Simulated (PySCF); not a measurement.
**Identify the compound**

Molecular formula: C$_{7}$H$_{6}$ClF. Simulated spectra:

1H NMR (400 MHz, computed): δ 6.79 (m, 1H), 6.01 (m, 1H), 3.16 (m, 1H), 2.99 (m, 1H), 2.54 (m, 1H), 2.49 (m, 1H).

13C{1H} NMR (computed): δ 195.9 (C), 169.5 (C), 141.2 (CH), 116.5 (CH), 78.1 (CH2), 57.9 (CH), 53.9 (CH).

No solvent, non-relativistic Hamiltonian, single conformer. Geometry from GFN2-xTB; shielding tensors at PBE0/pcSseg-1 (GIAO); PySCF 2.14.0 with density-fitted response routines.

References, each an isolated molecule treated in the same way: 1H (31.72 ppm), 13C (186.93 ppm) against TMS.

What is the structure?

Results:


Rings plus π bonds: 4 (2 rings in the answer). 7 carbon signals for 7 carbons: no two carbons are equivalent. Carbon types of the structure: 2 × C, 4 × CH, 1 × CH2, which accounts for all hydrogens. δC 195.9, 169.5: fully substituted alkene carbon. δC 141.2, 116.5: alkene CH; an sp2 carbon of a C=C bond. δC 78.1: sp3 CH2 in a ring. δC 57.9, 53.9: allylic sp3 CH. δH 6.79, 6.01: hydrogen on an alkene CH; attached to an sp2 carbon and in the plane of the double bond. δH 3.16, 2.99: hydrogen on an allylic sp3 CH; allylic position. δH 2.54, 2.49: hydrogen on an sp3 CH2 in a ring.

These data were computed for SMILES FC1=C[C@@H]2C[C@H]1C=C2Cl.

The shifts were computed for this structure.

Carbons that carry Cl, above all several Cl atoms, come out too deshielded, partly because spin–orbit coupling is missing. Splittings by 19F in the carbon and heteronuclear signals aren't shown, as no couplings were computed. Shifts are as computed. Against solution values, carbons near 30 ppm lie about +3 ppm off and those near 130 ppm about +5 ppm; carbons on Cl a further +6 ppm. Of 1211 compounds with measured shifts, 218 miss one by over three times the rms of a fit or turn the order of signals round; such compounds aren't used in these exercises. No couplings were computed; multiplicities are counted from neighbouring protons, with m where these are inequivalent, close in shift, in a saturated or five-membered ring or joined by F or P, and br s for small geminal =CH2 splittings.
